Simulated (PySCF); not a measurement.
**Field gradients at the hydrogen positions**

Compound: C7H14N2.
SMILES with atom numbers: `[CH3:1][CH2:2][N:3]1[CH2:4][C@@H:5]([CH3:6])[C:7]([CH3:8])=[N:9]1` (hydrogens: H10, H11, H12 on C1; H13, H14 on C2; H15, H16 on C4; H17 on C5; H18, H19, H20 on C6; H21, H22, H23 on C8)

Cartesian coordinates in Å at the GFN2-xTB level; atoms count from 1:
```xyz
23
C7H14N2 angstrom
C      2.9737   -0.5585    0.1962
C      2.2309    0.2341   -0.8834
N      0.8096    0.3335   -0.6776
C      0.2733    1.1295    0.4322
C     -1.0903    0.4780    0.7157
C     -2.2648    1.3401    0.2551
C     -0.9633   -0.7857   -0.1252
C     -1.9942   -1.8519   -0.1576
N      0.0952   -0.8072   -0.8320
H      2.9219   -0.0572    1.1603
H      2.5295   -1.5467    0.2899
H      4.0196   -0.6675   -0.0770
H      2.6275    1.2511   -0.9485
H      2.3681   -0.2594   -1.8484
H      0.1816    2.1711    0.1142
H      0.9345    1.0867    1.3054
H     -1.2203    0.2349    1.7753
H     -3.2063    0.8249    0.4314
H     -2.1779    1.5537   -0.8082
H     -2.2802    2.2813    0.8011
H     -1.6497   -2.6750   -0.7767
H     -2.9280   -1.4676   -0.5687
H     -2.1950   -2.2152    0.8504
```

Level: PBE0/pcSseg-1 (PySCF, non-relativistic); Q(2H) = 0.00286 b; rigid geometry, the same for H and D, with no vibrational averaging.

Question: Rank these positions by the coupling χzz of a deuteron there, largest first.
A. H23 (methyl hydrogen)
B. H15 (methylene hydrogen)
C. H12 (methyl hydrogen)

Answer: C (214 kHz), A (209 kHz), B (201 kHz).

Q: Give the electric field gradient Vzz (the principal value of largest size), its asymmetry and the 2H coupling at each hydrogen.

A: 
| atom | bonded to | bond length (Å) | Vzz (au) | η | χzz (kHz) |
| --- | --- | --- | --- | --- | --- |
| H10 | C1 | 1.088 | 0.3161 | 0.02 | 212 |
| H11 | C1 | 1.087 | 0.3132 | 0.01 | 210 |
| H12 | C1 | 1.087 | 0.3188 | 0.02 | 214 |
| H13 | C2 | 1.094 | 0.2980 | 0.05 | 200 |
| H14 | C2 | 1.092 | 0.2978 | 0.04 | 200 |
| H15 | C4 | 1.093 | 0.2987 | 0.02 | 201 |
| H16 | C4 | 1.096 | 0.2932 | 0.05 | 197 |
| H17 | C5 | 1.095 | 0.2979 | 0.02 | 200 |
| H18 | C6 | 1.088 | 0.3152 | 0.02 | 212 |
| H19 | C6 | 1.088 | 0.3119 | 0.02 | 210 |
| H20 | C6 | 1.088 | 0.3145 | 0.02 | 211 |
| H21 | C8 | 1.086 | 0.3160 | 0.01 | 212 |
| H22 | C8 | 1.090 | 0.3104 | 0.02 | 209 |
| H23 | C8 | 1.090 | 0.3104 | 0.03 | 209 |

Q: How does χzz go with the bond length over the 14 C–H bonds?

A: A straight-line fit has a slope of -17.4 kHz for each 0.01 Å, with a correlation coefficient of -0.97, over lengths from 1.086 to 1.096 Å. The longer bonds have the smaller couplings here.

Geometry: GFN2-xTB, one conformer, isolated molecule. GFN2-xTB bond lengths can be off by several hundredths of an ångström, more for odd bonds, and the gradients follow them. With a basis this small, the couplings can be 20 % off.

These values come from a run that also computed NMR shieldings. On one thread, x86-64 server, on a shared host, this took 34 s of wall time.
